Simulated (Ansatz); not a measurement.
Input file for `NCN[SiH2]N`:

```yaml
crystal:
  periodic: [false, false, false]
  atoms:
    - {symbol: N, position_ang: [0.372244, 0.988260, 2.301847]}
    - {symbol: C, position_ang: [-0.001753, 0.950101, 0.901721]}
    - {symbol: N, position_ang: [-0.314731, -0.395299, 0.516212]}
    - {symbol: Si, position_ang: [0.155640, -1.150550, -0.949407]}
    - {symbol: N, position_ang: [-0.571875, -0.709979, -2.440814]}
    - {symbol: H, position_ang: [1.235233, 0.477517, 2.445939]}
    - {symbol: H, position_ang: [0.511253, 1.940688, 2.616405]}
    - {symbol: H, position_ang: [-0.855927, 1.631498, 0.780505]}
    - {symbol: H, position_ang: [0.784050, 1.308559, 0.215710]}
    - {symbol: H, position_ang: [-1.003075, -0.824562, 1.116045]}
    - {symbol: H, position_ang: [1.596152, -0.843077, -1.152354]}
    - {symbol: H, position_ang: [-0.136822, -2.588727, -0.726107]}
    - {symbol: H, position_ang: [-1.540970, -0.900413, -2.636818]}
    - {symbol: H, position_ang: [-0.242317, 0.086784, -2.960081]}
basis:
  gaussian: {orbitals: def2-TZVPP}
correlation: {method: ccsd_t}
```

```sh
$ ansatz run in.yaml --threads 4 --pin off --events-out ev --progress --plain --max-ram 10444MiB
```

Output of Ansatz, abridged:

```
Functional definition: HF
1697 factors; integrals over basis functions are off by at most 9.6e-4 eV
mean field evaluation 1: about -13478.3715 eV, gradient 5.1e1 eV
mean field evaluation 2: about -13478.6170 eV, gradient 5.1e1 eV
mean field evaluation 4: about -13484.2204 eV, gradient 4.1e0 eV
mean field evaluation 8: about -13484.2866 eV, gradient 2.3e-1 eV
mean field -13484.28676517 eV, -495.5383986420 hartree, gradient 2.1e-6 eV, S^2 0.000000; 0 other end points of the search recorded, 0 dependent functions left out
9 core orbitals not correlated: weight in the atoms' cores, before any rotation towards them, 1.000 or more for the frozen orbitals, at most 0.000 for the correlated occupied ones
reference -13484.28676517 eV, -495.5383986420 hartree; 16, 16 occupied and 267, 267 virtual orbitals, 1697 factors
second order -25.65772761 eV of doubles, -0.00000000 eV of singles
cycle   1  -26.20989550 eV  change   -5.5e-1 eV  update   9.7e-2
cycle   2  -26.80957117 eV  change   -6.0e-1 eV  update   2.7e-2
cycle   3  -26.91536374 eV  change   -1.1e-1 eV  update   1.3e-2
cycle   4  -26.90550465 eV  change    9.9e-3 eV  update   3.2e-3
cycle   5  -26.90565497 eV  change   -1.5e-4 eV  update   1.7e-3
cycle   6  -26.90607801 eV  change   -4.2e-4 eV  update   5.2e-4
cycle   7  -26.90577570 eV  change    3.0e-4 eV  update   2.0e-4
cycle   8  -26.90572771 eV  change    4.8e-5 eV  update   6.3e-5
cycle   9  -26.90573604 eV  change   -8.3e-6 eV  update   2.0e-5
perturbative correction -1.02018538 eV, -0.0374911212 hartree
Total energy: -13512.21268659 eV, -496.5646573254 hartree
```

Run time 4.5 min (4 threads of an Arm Neoverse V2 on a shared host); peak host memory 9.2 GiB.

MP2 recovers 91.9 % of the CCSD(T) correlation energy and the triples give 3.7 %; T1 = 0.0103.
